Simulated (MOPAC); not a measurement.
Job for MOPAC: AM1 on CH5BSe (SMILES CB[SeH]), a point of a torsion scan.

```
AM1 1SCF PRECISE CHARGE=0 THREADS=1
CH5BSe

C     -0.93371711 1    -0.16369753 1     0.12962821 1
B      0.36869966 1     0.70374260 1     0.02216061 1
Se     2.07368306 1    -0.14083731 1    -0.10983806 1
H     -1.32765019 1    -0.27831941 1    -0.88239505 1
H     -0.77313390 1    -1.16859166 1     0.51920142 1
H     -1.72569673 1     0.30353940 1     0.71187827 1
H      0.31369308 1     1.86063119 1    -0.15137454 1
H      2.75655888 1     0.87694034 1    -0.86866968 1
```

Program output:

```
*******************************************************************************
 **                                                                           **
 **                              MOPAC v23.2.5                                **
 **                                                                           **
 *******************************************************************************
 ** MOPAC's Digital Object Identifier: https://doi.org/10.5281/zenodo.6511958 **
 **                                                                           **
 ** Please cite the open-source release paper for use of this MOPAC version:  **
 ** J. E. Moussa and J. J. P. Stewart (2026)                                  **
 ** MOPAC: An open-source semiempirical molecular orbital program             **
 ** J. Open Source Softw., 11(119), 8025, https://doi.org/10.21105/joss.08025 **
 *******************************************************************************

                              AM1 CALCULATION RESULTS

 *******************************************************************************
 *  AM1        - The AM1 Hamiltonian to be used
 *
 *
 *
 *                 CHARGE ON SYSTEM = 0
 *
 *
 *
 *  PRECISE    - TIGHTER CRITERIA TO BE USED
 *  1SCF       - DO 1 SCF AND THEN STOP
 *  THREADS=1  - MULTI-THREADING NOT USED
 *  T=         - A TIME OF 172800.0 SECONDS REQUESTED
 *  DUMP=N     - RESTART FILE WRITTEN EVERY 7200.0 SECONDS REQUESTED
 *******************************************************************************
AM1 1SCF PRECISE CHARGE=0 THREADS=1
 CH5BSe

   ATOM   CHEMICAL          X               Y               Z
  NUMBER   SYMBOL      (ANGSTROMS)     (ANGSTROMS)     (ANGSTROMS)

     1       C         -0.93371711  *  -0.16369753  *   0.12962821  *
     2       B          0.36869966  *   0.70374260  *   0.02216061  *
     3      Se          2.07368306  *  -0.14083731  *  -0.10983806  *
     4       H         -1.32765019  *  -0.27831941  *  -0.88239505  *
     5       H         -0.77313390  *  -1.16859166  *   0.51920142  *
     6       H         -1.72569673  *   0.30353940  *   0.71187827  *
     7       H          0.31369308  *   1.86063119  *  -0.15137454  *
     8       H          2.75655888  *   0.87694034  *  -0.86866968  *



          CARTESIAN COORDINATES

    NO.       ATOM           X           Y           Z

     1         C         -0.9337     -0.1637      0.1296
     2         B          0.3687      0.7037      0.0222
     3        Se          2.0737     -0.1408     -0.1098
     4         H         -1.3277     -0.2783     -0.8824
     5         H         -0.7731     -1.1686      0.5192
     6         H         -1.7257      0.3035      0.7119
     7         H          0.3137      1.8606     -0.1514
     8         H          2.7566      0.8769     -0.8687

  H: (AM1): M.J.S. DEWAR ET AL, J. AM. CHEM. SOC. 107 3902-3909 (1985)
  B: (AM1): M.J.S. DEWAR ET AL, ORGANOMETALLICS, 7, 513-521 (1988)
  C: (AM1): M.J.S. DEWAR ET AL, J. AM. CHEM. SOC. 107 3902-3909 (1985)
 Se: (AM1): J. J. P. STEWART, J. MOL. MOD., 10, 155-164 (2004)

           Empirical Formula: C H5 B Se  =     8 atoms



      MOLECULAR POINT GROUP   :   C1


      RHF CALCULATION, NO. OF DOUBLY OCCUPIED LEVELS = 9


 -------------------------------------------------------------------------------
 AM1 1SCF PRECISE CHARGE=0 THREADS=1
 CH5BSe



     1SCF WAS SPECIFIED, SO BFGS WAS NOT USED
     SCF FIELD WAS ACHIEVED


                              AM1 CALCULATION
                                                       MOPAC v23.2.5 Linux




          FINAL HEAT OF FORMATION =         13.44449 KCAL/MOL =      56.25175 KJ/MOL


          COSMO AREA              =        105.66 SQUARE ANGSTROMS
          COSMO VOLUME            =         90.85 CUBIC ANGSTROMS

          IONIZATION POTENTIAL    =          8.238751 EV
          HOMO LUMO ENERGIES (EV) =         -8.239  0.037
          NO. OF FILLED LEVELS    =          9
          MOLECULAR WEIGHT        =        106.8205         POINT GROUP:  C1

          MOLECULAR DIMENSIONS (Angstroms)

            Atom       Atom       Distance
            H     8    H     6     4.78723
            H     7    H     5     2.87075
            H     4   Se     3     1.83093


          SCF CALCULATIONS        =          1





   ATOM   CHEMICAL          X               Y               Z
  NUMBER   SYMBOL      (ANGSTROMS)     (ANGSTROMS)     (ANGSTROMS)

     1       C         -0.93371711  *  -0.16369753  *   0.12962821  *
     2       B          0.36869966  *   0.70374260  *   0.02216061  *
     3      Se          2.07368306  *  -0.14083731  *  -0.10983806  *
     4       H         -1.32765019  *  -0.27831941  *  -0.88239505  *
     5       H         -0.77313390  *  -1.16859166  *   0.51920142  *
     6       H         -1.72569673  *   0.30353940  *   0.71187827  *
     7       H          0.31369308  *   1.86063119  *  -0.15137454  *
     8       H          2.75655888  *   0.87694034  *  -0.86866968  *

                             CARTESIAN COORDINATES

   1    C       -0.933717110    -0.163697530     0.129628210
   2    B        0.368699660     0.703742600     0.022160610
   3   Se        2.073683060    -0.140837310    -0.109838060
   4    H       -1.327650190    -0.278319410    -0.882395050
   5    H       -0.773133900    -1.168591660     0.519201420
   6    H       -1.725696730     0.303539400     0.711878270
   7    H        0.313693080     1.860631190    -0.151374540
   8    H        2.756558880     0.876940340    -0.868669680


           Empirical Formula: C H5 B Se  =     8 atoms



      MOLECULAR POINT GROUP   :   C1


                  EIGENVALUES
 -30.32334 -21.67782 -18.14516 -14.36449 -13.77771 -12.64827 -11.81265 -10.04653
  -8.23875   0.03662   0.85826   1.14941   3.88966   4.47836   4.73753   5.03019
   5.57277


              NET ATOMIC CHARGES AND DIPOLE CONTRIBUTIONS

  ATOM NO.   TYPE          CHARGE      No. of ELECS.   s-Pop       p-Pop
    1          C          -0.329748        4.3297     1.23473     3.09502
    2          B           0.127765        2.8722     1.28993     1.58230
    3         Se          -0.017633        6.0176     1.95274     4.06489
    4          H           0.098592        0.9014     0.90141
    5          H           0.085665        0.9143     0.91433
    6          H           0.089771        0.9102     0.91023
    7          H          -0.040414        1.0404     1.04041
    8          H          -0.013997        1.0140     1.01400
 DIPOLE           X         Y         Z       TOTAL
 POINT-CHG.    -0.408    -0.199     0.008     0.454
 HYBRID        -0.538     0.766    -0.294     0.981
 SUM           -0.946     0.567    -0.285     1.139


          ATOMIC ORBITAL ELECTRON POPULATIONS

     Atom    s        px        py        pz
    1  C   1.23473   1.03173   1.03788   1.02541
    2  B   1.28993   0.67056   0.73020   0.18154
    3 Se   1.95274   1.19511   1.22191   1.64787
    4  H   0.90141
    5  H   0.91433
    6  H   0.91023
    7  H   1.04041
    8  H   1.01400

 **********************
 *                    *
 * JOB ENDED NORMALLY *
 *                    *
 **********************




 == MOPAC DONE ==
```

The run finished.

Cost: roughly 0.020 core-seconds.
